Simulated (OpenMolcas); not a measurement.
# N²⁺: effect of the level shift or regulariser

- Program: OpenMolcas 26.06
- Basis: ANO-RCC [8s7p4d3f2g]
- Scalar Hamiltonian: DKH2, point nucleus
- Active space: 3 electrons in 9 orbitals (RAS2 2s 2p; RAS3 3d, at most 2 electrons)
- State averaging: 2S+1 = 4 odd, 1 root; 2S+1 = 2 odd, 11 roots; 2S+1 = 4 even, 3 roots; 2S+1 = 2 even, 9 roots
- Spin-orbit coupling: state interaction with AMFI integrals over the reference wave functions, term energies averaged over their components

Methods on the same reference wave functions:
A. RASSCF
B. MS-RASPT2, IPEA 0.25 Eh, imaginary shift 0.1 Eh (closed shells correlated: 1s)
C. MS-RASPT2, IPEA 0.25 Eh, real shift 0.2 Eh (closed shells correlated: 1s)

Energies in cm-1 above 2s2 2p 2P* 1/2, the measured ground level; measured values from Moore, Selected Tables of Atomic Spectra, NSRDS-NBS 3, section 5.

```csv
Level,A,B,C,Measured
2s2 2p 2P* 1/2,0.0,0.0,0.0,0.0
2s2 2p 2P* 3/2,158,159,159,174
2s 2p2 4P 1/2,55190,56780,56770,
2s 2p2 4P 3/2,55247,56840,56830,57247
2s 2p2 4P 5/2,55342,56930,56920,57328
2s 2p2 2D 3/2,103140,101090,101100,101031
2s 2p2 2D 5/2,103141,101090,101100,101024
2s 2p2 2S 1/2,137189,131070,131270,131004
2s 2p2 2P 1/2,149491,146300,146300,145876
2s 2p2 2P 3/2,149602,146410,146410,145986
2p3 4S* 3/2,186773,186540,186530,186797
2p3 2D* 3/2,205509,203250,203260,203089
2p3 2D* 5/2,205511,203260,203260,203075
2p3 2P* 1/2,237080,231370,231420,230404
2p3 2P* 3/2,237087,231380,231420,230409
```

Deviations, from unrounded energies. A percentage is the sum of absolute deviations over the sum of measured energies, with the sign that they share, or ± where signs differ.

```csv
Against measurement,Levels,A,B,C
mean absolute deviation (cm-1),13,3100,340,360
fine structure of the ground term (%),1,-9.2,-8.9,-8.9
other configurations (%),12,±2.2,±0.2,±0.3
```

B lies closest to measurement on these levels and A furthest from it. The largest miss of B in the table is 2p3 2P* 3/2, by +970 cm-1. The ranking rests on the paired levels alone, and a cruder setting can come out closer through cancelling errors.

Between B and C the level of the table that moves most is 2s 2p2 2S 1/2, by 200 cm-1 (lowest in B, highest in C). Moves below CASPT2's spread within the term are not significant.

The lowest spin-free term lies below A's lowest term by 0.052 hartree in B, 0.052 hartree in C.

CASPT2 breaks the degeneracy within a term, and the mean is taken; among the terms shown or strongly mixed into the levels shown the widest spread is 11 cm-1 (2p3 2D*, C). Active for correlation alone: 3d; no level in the range computed is led by a configuration that fills it, so any true level of that kind is missing. Computed and measured levels are paired by configuration, term and J; levels that our copy of the source lacks, or whose pairing is in doubt (as where it misses far off the trend of its configuration), stay unpaired and out of the deviations. Levels of configurations outside the active space are missing.

* marks odd parity.
